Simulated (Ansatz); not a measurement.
Mulliken charges of `[SeH]C1N[SiH2]1` from B3LYP/def2-TZVPP in Ansatz (PBE0-D4/def2-TZVP geometry).

| atom | x (Å) | y (Å) | z (Å) | charge (e) |
| --- | --- | --- | --- | --- |
| Se1 | -1.100 | -0.972 | 1.674 | -0.046 |
| C2 | -0.543 | 0.065 | 0.139 | -0.145 |
| N3 | 0.789 | 0.692 | 0.165 | -0.333 |
| Si4 | 0.724 | -0.512 | -1.056 | 0.364 |
| H5 | -1.354 | 0.180 | 2.557 | 0.021 |
| H6 | -1.361 | 0.665 | -0.256 | 0.117 |
| H7 | 0.837 | 1.696 | 0.090 | 0.137 |
| H8 | 1.555 | -1.714 | -0.853 | -0.048 |
| H9 | 0.542 | -0.146 | -2.478 | -0.065 |

By hand: the dipole of these point charges (1 e Å = 4.8032 D).

Σ q r = (-0.053, 0.024, -0.298) e Å, of length 0.304 e Å = 1.46 D.

How does the dipole of the full density compare? (Best estimate.)

The calculation gave: (0.071, 0.302, -0.400) e Å, 2.43 D; the point charges give 0.60 times that, at 37° from its direction.

Point charges leave out the atoms' own dipoles, such as those of lone pairs, and Mulliken's split depends on the basis, so the two needn't agree.

B3LYP here is the variant with VWN-RPA as its local correlation; programs differ in this.
